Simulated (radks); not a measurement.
Results of a calculation; reference values are marked as such.
Ionisation of the manganese ion Mn3+, [Ar] 3d4, to [Ar] 3d3 as the strength of local exchange is varied. Code: a radial shooting solver on a logarithmic mesh with Libxc functionals. Model: scalar-relativistic Kohn-Sham, Slater X-alpha exchange (alpha = 2/3 is LDA exchange), no correlation, spin-polarised, spherical densities, point nucleus; open shells are filled with parallel spins first.

\begin{tabular}{lrrrrr}
alpha & E(Mn3+) (hartree) & exchange (hartree) & IE (eV) & -e of the level emptied (eV) & <r> of it (bohr) \\ \hline
0.581 & -1146.23374 & -40.72853 & 48.646 & 39.394 (3d) & 1.063 \\
0.593 & -1147.07574 & -41.59812 & 48.985 & 39.707 (3d) & 1.059 \\
0.667 & -1152.28077 & -46.98576 & 51.105 & 41.674 (3d) & 1.039 \\
0.674 & -1152.77427 & -47.49764 & 51.309 & 41.863 (3d) & 1.037 \\
0.852 & -1165.38869 & -60.64338 & 56.643 & 46.851 (3d) & 0.9938 \\
0.94 & -1171.67145 & -67.23408 & 59.395 & 49.442 (3d) & 0.9741 \\
1.002 & -1176.11632 & -71.91381 & 61.378 & 51.316 (3d) & 0.9609 \\
\end{tabular}

NIST Atomic Spectra Database: 51.2 +/- 0.12 eV (semi-empirical). The Delta-SCF value meets it near alpha = 0.67. Open shells are spherical and high-spin; term and fine-structure splittings are not resolved.
